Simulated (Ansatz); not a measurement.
Relaxation of BClFH4N (8 atoms, charge 0, multiplicity 1), to a largest force component of 0.03 eV/Å in at most 50 steps.

Theory: RKS PBE0/def2-SVP (Ansatz 0.2.0).

```xyz
8
Properties=species:S:1:pos:R:3:forces:R:3
B -0.030 0.542 -0.485 0.04 -0.14 -0.28
H 0.055 -0.048 1.839 0.34 -1.75 0.22
N 1.249 0.091 -0.795 -0.01 -0.06 -0.07
H 1.422 -0.805 -1.227 -0.02 -0.01 0.01
H 2.078 0.647 -0.628 -0.05 0.03 0.02
Cl -1.461 -0.450 -0.821 0.08 0.03 -0.01
F -0.212 1.751 0.030 -0.07 0.37 -0.16
H -0.084 0.656 1.851 -0.32 1.54 0.28
```

Q: Where does it end, and by what steps?

A: The forces met the threshold. The force dipped under the threshold on the way, but the program's further checks kept it going. After 28 steps the energy has fallen by 0.180 eV; H2 moved furthest, 1.54 Å.

```tsv
step	energy less start (eV)	largest force component (eV/Å)	accepted
0	0.0000	1.752	yes
1	-0.1254	0.125	yes
2	-0.1522	0.358	yes
3	-0.1661	0.180	yes
4	-0.1683	0.080	yes
5	-0.1692	0.045	yes
6	-0.1629	0.707	no
7	-0.1700	0.062	yes
8	-0.1709	0.226	yes
9	-0.1721	0.133	yes
10	-0.1734	0.071	yes
11	-0.1724	0.245	no
12	-0.1747	0.115	yes
13	-0.1740	0.267	no
14	-0.1755	0.028	yes
15	-0.1761	0.047	yes
16	-0.1765	0.132	yes
17	-0.1771	0.072	yes
18	-0.1780	0.017	yes
19	-0.1780	0.136	no
20	-0.1786	0.065	yes
21	-0.1789	0.092	yes
22	-0.1793	0.044	yes
23	-0.1796	0.064	yes
24	-0.1800	0.032	yes
25	-0.1797	0.176	no
26	-0.1802	0.024	yes
27	-0.1803	0.052	yes
28	-0.1804	0.027	yes
```

```xyz
8
Properties=species:S:1:pos:R:3
B -0.009 0.403 -0.821
H -0.054 0.396 3.310
N 1.288 0.072 -1.197
H 1.494 -0.598 -1.923
H 2.095 0.489 -0.750
Cl -1.410 -0.337 -1.608
F -0.228 1.291 0.148
H -0.159 0.668 2.606
```

Whether the end is a true minimum wasn't checked by a vibrational analysis.

Time of the run: 99 s on 1 thread of Intel(R) Xeon(R) Platinum 8175M CPU @ 2.50GHz (Skylake/Cascade Lake), with other jobs on the host, peak memory 0.17 GiB.
